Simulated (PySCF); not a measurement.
C5H10, SMILES C(=C)(CC)C. Atoms are numbered in the order given.

```xyz
15

C     -0.9275    -1.4646     0.5735
C     -0.5059    -0.2424     0.2284
C     -1.3876     0.7205    -0.5110
C      0.8830     0.2355     0.5655
C      1.7571     0.5179    -0.6536
H     -1.9360    -1.8116     0.3304
H     -0.2775    -2.1589     1.1139
H     -1.4757     1.6731     0.0386
H     -0.9712     0.9681    -1.5014
H     -2.3974     0.3144    -0.6617
H      0.8032     1.1570     1.1714
H      1.3749    -0.5140     1.2053
H      2.7674     0.8303    -0.3490
H      1.8560    -0.3806    -1.2825
H      1.3421     1.3210    -1.2817
```
Charge 0, spin multiplicity 1.

Geometry optimised at PBE0-D3(BJ)/def2-SVP. One conformer was computed; it need not be the lowest.

The numbers are results of M06-2X/def2-TZVP (PySCF), not measurements.

Gas-phase values at a fixed geometry.

```
Quantity                                                                                                        Value
---------------------------------------------------------------------------------------------  ----------------------
total energy                                                                                       -196.50178 hartree
highest occupied level                                                                                       -8.22 eV
lowest empty level                                                                                            1.33 eV
orbital gap                                                                                                   9.55 eV
dipole moment                                                                                                  0.53 D
quadrupole, principal values (traceless, Buckingham form, about the centre of nuclear charge)   -2.68, 0.56, 2.11 D·Å
mean static polarisability                                                                       61.9 bohr³ (9.17 Å³)
polarisability, principal values                                                               49.9, 61.3, 74.4 bohr³
```
